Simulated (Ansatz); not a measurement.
**Question.** Name a neutral molecule of Al, N, O, Si and H with HOMO energy (PBE/def2-TZVPP) between -6.30 and -6.00 eV and HOMO–LUMO gap (ωB97M-V/def2-TZVPP) between 11.00 and 11.30 eV (Ansatz, PBE0-D4/def2-TZVP geometry).

**Answer.** `[OH][AlH][NH][SiH3]` (-6.27 eV, 11.29 eV); `[NH2][AlH][O][SiH2][SiH3]` (-6.23 eV, 11.02 eV). Other molecules can fit too; these were computed, each in one conformer that needn't be the lowest.
